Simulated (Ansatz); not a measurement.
The cluster Cd₅⁻, relaxed as a doublet with UKS PBE/def2-SVPD in Ansatz, starting from the GFN1-xTB geometry. Force threshold 0.02 eV/Å.

In the def2 sets Cd takes a core potential; there is no spin–orbit coupling. The highest occupied level of the charge -1 doublet lies above zero (up to 0.78 eV). The electron is either unbound and held by the finite basis, or the level is raised by self-interaction error. Another isomer (doublet) lies 0.19 eV lower at PBE0/def2-TZVPD; other spin states weren't run for this one.

Start:

```xyz
5

Cd   -0.481    2.474    0.211
Cd    1.427   -1.649   -1.178
Cd   -0.685   -2.393    0.868
Cd   -1.852    0.235    1.742
Cd    1.590    1.333   -1.643
```

```
step  energy (eV)  largest force component (eV/Å)  SCF passes
   1  -22824.3350                           0.046          56
   2  -22824.3362                           0.033          29
   3  -22824.3375                           0.006          30
```

Force components are those of the run's own axes.

End:

```csv
atom,x (Å),y (Å),z (Å)
Cd1,-0.480,2.485,0.223
Cd2,1.430,-1.646,-1.165
Cd3,-0.693,-2.430,0.873
Cd4,-1.866,0.241,1.750
Cd5,1.609,1.350,-1.681
```

By distances, no bond broke or formed. The bond that changes most is Cd1–Cd5, from 3.00 to 3.05 Å (atoms count from 1).

No frequencies were taken in this run, so the end may be a saddle point.

Hardware: 4 threads of Intel Xeon on a shared host. Wall time 33 s.
